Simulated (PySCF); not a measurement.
CH3NOSi.
Bonds: N1–C2 (triple), C2–Si3, Si3–O4. Hydrogens: H5, H6 on Si3; H7 on O4.

Method: PBE0-D3(BJ)/def2-SVP geometry optimisation, gas phase (PySCF); density fitting, grid level 1; the optimiser is geomeTRIC in internal coordinates, started from a GFN2-xTB structure with every atom displaced at random (about 0.01 Å).

Step 0: E = -12486.2706 eV
```
atom  x, y, z in Å  |  force x, y, z in eV/Å
N1      2.5351   -0.6163    0.2617   -1.978   0.756  -0.249
C2      1.4479   -0.1849    0.1220    1.785  -0.536   0.195
Si3    -0.3035    0.4933   -0.0855    1.834   0.855   0.565
O4     -1.2840   -0.7058   -0.4016   -1.786  -2.224  -0.407
H5     -0.3452    1.3012   -1.2897    0.131   0.615  -0.324
H6     -0.5842    1.1618    1.1910   -0.056   0.361   0.256
H7     -1.4322   -1.4784    0.1521    0.071   0.174  -0.035
```

Task: Estimate the geometry and energy of step 1. (The exact step hangs on the optimiser's Hessian estimate; all steps are aligned on step 0, rigid shifts and turns removed.)

Result: E = -12486.3974 eV, largest force 0.339 eV/Å
```
atom  x, y, z in Å  |  force x, y, z in eV/Å
N1      2.5795   -0.4684    0.2461    0.030  -0.172   0.019
C2      1.4511   -0.2358    0.1159   -0.166   0.256  -0.059
Si3    -0.2899    0.4349   -0.0914    0.183  -0.267   0.101
O4     -1.3837   -0.7563   -0.4180    0.040   0.191  -0.242
H5     -0.2342    1.3322   -1.2626   -0.072   0.036  -0.047
H6     -0.5492    1.1531    1.1820   -0.063   0.042   0.031
H7     -1.5396   -1.4889    0.1781    0.048  -0.084   0.196
```

The energy changes by -0.1269 eV. The first-order estimate −F·Δx gives -0.3352 eV and the mean of the old and new forces, exact on a quadratic surface, -0.1476 eV. The step makes an angle of 74° with the force vector and moves no atom by more than 0.155 Å.

What follows is the cost of the whole optimisation. The run took 25 s wall on one thread, Arm Neoverse N1 (aarch64) (shared host), and the process peaked at 0.32 GiB of memory.
